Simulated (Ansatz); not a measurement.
Coupled-cluster run, Cl2F2SW (`[F][W]([F])(=[S])([Cl])[Cl]`).

```yaml
crystal:
  periodic: [false, false, false]
  atoms:
    - {symbol: F, position_ang: [-0.108820, -0.978954, 1.630805]}
    - {symbol: W, position_ang: [0.032831, -0.063617, 0.022621]}
    - {symbol: F, position_ang: [1.831272, -0.488963, 0.192444]}
    - {symbol: S, position_ang: [-0.723299, -1.351886, -1.436085]}
    - {symbol: Cl, position_ang: [0.741973, 1.759397, -1.137573]}
    - {symbol: Cl, position_ang: [-1.773968, 1.124024, 0.727788]}
basis:
  gaussian: {orbitals: def2-SVP}
correlation: {method: ccsd_t}
```

```sh
$ ansatz run in.yaml --threads 4 --pin off --events-out ev --progress --plain --max-ram 10444MiB
```

Log, shortened:

```
Functional definition: HF
1050 factors; integrals over basis functions are off by at most 7.8e-4 eV
mean field evaluation 1: about -43022.1975 eV, gradient 6.4e1 eV
mean field evaluation 2: about -43022.4153 eV, gradient 6.5e1 eV
mean field evaluation 4: about -43031.3530 eV, gradient 9.9e0 eV
mean field evaluation 8: about -43031.5925 eV, gradient 8.1e-1 eV
mean field evaluation 16: about -43031.5964 eV, gradient 3.7e-6 eV
mean field -43031.59643555 eV, -1581.3820011427 hartree, gradient 3.7e-6 eV, S^2 0.000000; 0 other end points of the search recorded, 0 dependent functions left out
17 core orbitals not correlated: weight in the atoms' cores, before any rotation towards them, 1.000 or more for the frozen orbitals, at most 0.000 for the correlated occupied ones
reference -43031.59643555 eV, -1581.3820011427 hartree; 24, 24 occupied and 73, 73 virtual orbitals, 1050 factors
second order -31.72136496 eV of doubles, -0.00000000 eV of singles
cycle   1  -29.19659817 eV  change     2.5e0 eV  update   2.9e-1
cycle   2  -30.63091221 eV  change    -1.4e0 eV  update   1.9e-1
cycle   3  -30.91540750 eV  change   -2.8e-1 eV  update   3.7e-2
cycle   4  -30.92583228 eV  change   -1.0e-2 eV  update   1.7e-2
cycle   5  -30.91101414 eV  change    1.5e-2 eV  update   4.8e-3
cycle   6  -30.91069491 eV  change    3.2e-4 eV  update   2.3e-3
cycle   7  -30.91034634 eV  change    3.5e-4 eV  update   9.5e-4
cycle   8  -30.90997342 eV  change    3.7e-4 eV  update   4.0e-4
cycle   9  -30.91006064 eV  change   -8.7e-5 eV  update   2.0e-4
cycle  10  -30.91031725 eV  change   -2.6e-4 eV  update   1.0e-4
cycle  11  -30.91025722 eV  change    6.0e-5 eV  update   6.2e-5
cycle  12  -30.91014721 eV  change    1.1e-4 eV  update   2.9e-5
cycle  13  -30.91019753 eV  change   -5.0e-5 eV  update   1.4e-5
perturbative correction -1.35366607 eV, -0.0497463104 hartree
Total energy: -43063.86029914 eV, -1582.5676762606 hartree
```

Run time 11 s (4 threads of an Arm Neoverse V2 on a shared host); peak host memory 0.62 GiB.

The correlation energy is -32.264 eV, 4.2 % of it from (T); the T1 diagnostic reads 0.0203.
